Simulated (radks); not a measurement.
The table gives one normalised radial function P(r) = r R(r) of N4+ in [He] 2s1 (r in bohr). All-electron calculation, scalar-relativistic Kohn-Sham, PBE, spin-polarised, spherical densities, point nucleus; open shells are filled with parallel spins first. Program: a radial shooting solver on a logarithmic mesh with Libxc functionals.

r,P
0.01064,0.3496
0.013,0.4200
0.01575,0.4990
0.01923,0.5946
0.02349,0.7047
0.02846,0.8245
0.03477,0.9635
0.04212,1.1088
0.05145,1.2690
0.06284,1.4319
0.07614,1.5823
0.093,1.7208
0.1127,1.8221
0.1376,1.8782
0.1681,1.8676
0.2037,1.7834
0.2488,1.6151
0.3015,1.3844
0.3682,1.0951
0.4497,0.7908
0.5449,0.5217
0.6656,0.2970
0.8064,0.1486
0.985,0.0594
1.203,0.0187
1.458,0.0047
1.78,0.0008
2.157,0.0001
2.635,0.0000
3.218,0.0000

Which n and l does it have? It may be an empty orbital.

Answer. n = 1, l = 0: the number of nodes gives n - l - 1 = 0, the rise at small r (about r^(l+1)) gives l, and the extent must fit the shell. The curve is that of 1s down; the table hardly tells the two spins apart. 1s down: eigenvalue -478.93 eV, 0 radial nodes, <r> = 0.228 bohr, 90 % of the charge inside 0.409 bohr.
